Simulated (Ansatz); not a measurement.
System: C2H8Si, charge 0, multiplicity 1. SMILES: C[SiH2]C
Geometry: optimised at B3LYP-D3(BJ)/def2-TZVP (Ansatz, a quantum-chemistry and plane-wave program).

Quantity: vertical triplet-singlet gap (E(triplet) - E(singlet); each state is the SCF solution reached for its spin), in kcal/mol. Valence correlation only, unless marked. UHF or UKS for open shells. Spin-orbit coupling is left out. Non-relativistic. Basis-set limits of correlation are two-point, X^-3; Hartree-Fock from the larger set.

| level | program | vertical triplet-singlet gap (kcal/mol) |
|---|---|---|
| CAM-B3LYP/def2-TZVPD | Ansatz | … |
| CCSD/aug-cc-pV(T+d)Z | Ansatz | 183.9 |
| CCSD(T)/CBS(aug-cc-pV(T+d)Z,aug-cc-pV(Q+d)Z) | Ansatz | … |

What belongs in the gaps?


- CAM-B3LYP/def2-TZVPD, vertical triplet-singlet gap (kcal/mol): 184.9
- CCSD(T)/CBS(aug-cc-pV(T+d)Z,aug-cc-pV(Q+d)Z), vertical triplet-singlet gap (kcal/mol): 184.6
